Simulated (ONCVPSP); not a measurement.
Transferability test, ONCV potential for Hf

| Item | Value |
| --- | --- |
| Element | Hf |
| Generator | ONCVPSP 4.0.1 |
| Type | optimised norm-conserving Vanderbilt (ONCV) |
| Functional | PBEsol |
| Relativity | scalar-relativistic |
| Frozen core | [Xe] 4f14 |
| Valence charge | 4 |
| Reference configuration | 5d2.5 6s1.5 |
| Partial waves | 6s: rc 2.35 bohr, ncon 4, nbas 8, qcut 2.5 1/bohr, local; p scattering state at 0.39 Ha: rc 2.35 bohr, ncon 4, nbas 9, qcut 3 1/bohr, 3 projectors, debl 3.5 Ha; 5d: rc 2.55 bohr, ncon 4, nbas 9, qcut 7.3 1/bohr, 2 projectors, debl 0.7 Ha |
| Local potential | the s channel |
| Core correction | Teter function, fcfact 3, rcfact 1.1 |

Energies are relative to the spin-unpolarised reference configuration 5d2.5 6s1.5; without spin polarisation the order of configurations can differ from experiment.

```json
{"valence configuration": "5d2 6s2", "charge": "0", "ΔE all-electron (eV)": "-1.255", "error AE − PS (meV)": "-1.2"}
{"valence configuration": "5d2 6s0", "charge": "+2", "ΔE all-electron (eV)": "20.917", "error AE − PS (meV)": "+20"}
```

Problem. What are ΔE and the potential's error for 5d2 6s0 6p2?

Solution. ΔE = 6.665 eV all-electron; the error (AE − PS) is +125 meV.

Problem. What are ΔE and the potential's error for 5d2 6s1?

Solution. ΔE = 6.754 eV all-electron; the error (AE − PS) is -4.5 meV.
